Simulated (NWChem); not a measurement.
# Plane-wave run on MgS (rocksalt type)

```
CELL_PARAMETERS angstrom
      0.00000     2.54196     2.54196
      2.54196     0.00000     2.54196
      2.54196     2.54196     0.00000
ATOMIC_POSITIONS crystal
  S  0.00000 0.00000 0.00000
  Mg 0.50000 0.50000 0.50000
```

Program: NWChem. Origin of the cell: lattice set by a structure generator, not relaxed at this level.

Norm-conserving pseudopotentials with valence charges S 6, Mg 2, fixed occupations, no spin-orbit coupling, density cut at twice the wavefunction cutoff.

Question: At a cutoff of 25 Ha and the same cell, LDA (Vosko), Troullier-Martins gives an indirect gap along this path of 2.68 eV from Γ to X (smallest direct gap on this path 3.93 eV). What does PBE, Troullier-Martins give?

Answer: It gives an indirect gap along this path of 2.85 eV from Γ to X (smallest direct gap on this path 4.14 eV).
